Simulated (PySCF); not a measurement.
A thermochemical cycle for GaCl

PBE0 in PySCF with def2-TZVPPD on every atom, for the lowest determinant that a PBE0 search found; no spin–orbit coupling. GaCl, a singlet (closed shell), has De = 4.85 eV to neutral atoms, and GaCl⁺, a doublet (σ ↑), has De = 1.13 eV to Ga⁺ + Cl.

At the same level the Ga atom ionises at 5.99 eV.

**Question.** What is the adiabatic ionisation energy of the molecule, and does ionisation strengthen or weaken the bond?

**Answer.** IE = IE(Ga) + De(neutral) − De(ion) = 5.99 + 4.85 − 1.13 = 9.71 eV. De changes by -3.72 eV, so ionisation weakens the bond.

Spin–orbit coupling is left out. For an ion De counts to the pair picked by the measured ionisation energies or electron affinities, which need not be the lowest pair at this level. States were picked by a PBE0 search and need not be the measured ground states.
